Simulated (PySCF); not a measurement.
# One molecule, several mistakes: BH4N2Si

All numbers below are calculated, not measured. They come from PySCF 2.14.0, an open-source quantum chemistry program, on an isolated molecule that a program drew, which may never have been made. The molecule is BH4N2Si (charge 0, doublet), drawn as the SMILES string `B=N[SiH]N`.

Each row is a Hartree-Fock (HF) and frozen-core CCSD(T) single point in the cc-pV(D+d)Z basis, meant for a local HF minimum. Run 1 is clean. Each other run has one planted mistake out of seven kinds, and not every kind appears here: one electron removed, one electron added, multiplicity raised by two, geometry at a saddle point, minimal basis STO-3G, one bond length entered in bohr, all coordinates scaled. The reference is restricted for singlets and unrestricted otherwise, and also for a bond in bohr. Adding or removing an electron swaps singlet and doublet. Electrons count all cores. HOMO and LUMO are orbital energies over both spins, the gradient is its largest component, and the lowest frequency (negative if imaginary) is given only where the gradient is small. Bond lengths are over the 7 bonds as drawn. T1 is the CCSD diagnostic: over 0.02 (restricted) or 0.045 (unrestricted) a single reference is doubtful.

Geometry of the clean run:
```xyz
8
BH4N2Si, angstrom
B    -2.3007   -1.7931    0.8956
N    -1.0823   -1.6240    1.0709
Si    0.5546   -1.2746    1.4252
N     1.4495   -2.7508    1.4303
H    -3.4488   -1.9592    0.7271
H     1.1471   -0.3945    0.3837
H     2.4447   -2.6960    1.5515
H     1.0855   -3.5247    1.9559
```

| run | electrons | basis functions | <S^2> | HOMO (eV) | LUMO (eV) | gradient (hartree/bohr) | lowest frequency (cm^-1) | mean bond (Å) | longest bond (Å) | T1 | HF (hartree) | CCSD(T) (hartree) | mistake |
|---|---|---|---|---|---|---|---|---|---|---|---|---|---|
| 1 | 37 | 85 | 0.757 | -7.72 | 2.49 | 1.7e-05 | 123 | 1.3352 | 1.726 | 0.0180 | -424.88526 | -425.42424 | no fault |
| 2 | 38 | 85 | 0.000 | 0.60 | 8.65 | 8.3e-02 | - | 1.3352 | 1.726 | 0.0183 | -424.82457 | -425.40133 | one electron added |
| 3 | 37 | 28 | 0.764 | -5.32 | 6.11 | 7.7e-02 | - | 1.3352 | 1.726 | 0.0221 | -419.78304 | -420.01848 | minimal basis STO-3G |
| 4 | 37 | 85 | 0.758 | -7.97 | 2.21 | 5.1e-02 | - | 1.3860 | 1.792 | 0.0198 | -424.87296 | -425.42185 | all coordinates scaled |
| 5 | 37 | 85 | 1.092 | -7.85 | 1.92 | 3.4e-02 | - | 1.5546 | 3.262 | 0.0513 | -424.78482 | -425.30733 | ? |

**Which mistake was planted in run 5, and what did it cost?**

The mean bond changes by a factor of 1.164 and the longest by 1.890, so the molecule wasn't scaled as a whole. A length L in bohr read as angstrom grows by (1/0.5292 - 1) L = 0.890 L. The 7 bonds together grew by 7 x 0.2194 = 1.536 Å, which gives L = 1.726 Å. That is bond Si3-N4, 1.726 Å in the clean geometry. So the mistake is: one bond length entered in bohr. Subtracting run 1 and multiplying by 627.51 kcal/mol a hartree, the energy moved by 63.0 kcal/mol in HF and 73.4 kcal/mol in CCSD(T).

Cautions from the logs. Run 2: the HOMO is above zero, so the electron isn't bound and the energy depends on the basis; run 5: T1 is over the limit, so its CCSD(T) energy is less reliable.
